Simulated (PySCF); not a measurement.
CH5CdNO, SMILES [O](C)[Cd][NH2].

Coordinates come from a B3LYP-D3(BJ)/def2-SVP optimisation. The structure was generated by enumeration; whether it is a known compound was not checked. The def2 effective core potentials stand for the cores of Cd; spin–orbit coupling is left out. The values are those of a single conformer.

Method: PySCF 2.14.0 with B3LYP-D3(BJ)/def2-SVP.

Frequencies are harmonic and unscaled.

```
mode  ν (cm⁻¹)  IR (km/mol)  Raman (Å⁴/amu)  depolarisation  moving atoms (share of kinetic energy)
----  --------  -----------  --------------  --------------  --------------------------------------
1           80         16.2             0.1            0.75                          H 75 %, N 16 %
2           98          4.0             1.2            0.73         N 41 %, H 21 %, C 21 %, Cd 17 %
3          120         18.3             0.3            0.75                                  H 88 %
4          152         10.1             0.4            0.75         O 40 %, H 31 %, Cd 15 %, N 14 %
5          227          9.3             3.6            0.22         O 32 %, C 30 %, H 18 %, Cd 14 %
6          481          5.8            55.5            0.19                  N 42 %, O 41 %, H 11 %
7          560        135.7             1.4            0.05         H 37 %, O 25 %, N 23 %, Cd 11 %
8          624         37.2             3.6            0.67                 H 51 %, N 31 %, Cd 13 %
9          803         19.8             1.6            0.75                                  H 91 %
10        1122        240.9             7.3            0.52                          O 50 %, C 44 %
11        1170          0.0             2.8            0.75                          H 77 %, C 19 %
12        1189          2.1             9.4            0.07                   H 72 %, C 20 %, O 8 %
13        1470          0.4            27.3            0.75                                  H 96 %
14        1471          6.0            23.5            0.69                                  H 95 %
15        1483         69.7            18.6            0.70                          H 89 %, C 10 %
16        1535          3.7             4.5            0.75                           H 92 %, N 8 %
17        2927        161.2           152.3            0.03                                  H 97 %
18        2972         86.2           106.9            0.75                          H 90 %, C 10 %
19        3018         64.5           256.2            0.48                           H 91 %, C 9 %
20        3482          3.9           231.3            0.10                                  H 96 %
21        3572          4.8           115.4            0.75                           H 92 %, N 8 %
```
